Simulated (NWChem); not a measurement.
System: PbCl$_{3}$ anion; SMILES [Cl][Pb-]([Cl])[Cl]

Computed with NWChem. Sets without diffuse functions describe the anion's extra electron poorly. All runs use the structure optimised with B3LYP/def2-SVPD. No frequency run checked for a minimum. def2 effective core potentials on Pb; no spin-orbit coupling. Total energies compare along this basis series because the functional is fixed.

```tsv
level	basis functions	energy (Ha)	highest occupied level (eV)	orbital gap (eV)
PBE/def2-SVP	80	-1572.7471	-1.57	3.98
PBE/def2-SVPD	113	-1572.7987	-2.46	3.93
PBE/def2-TZVP	161	-1573.2501	-2.15	4.02
PBE/def2-TZVPD	194	-1573.2576	-2.39	3.90
PBE/def2-TZVPP	176	-1573.2502	-2.15	4.02
```
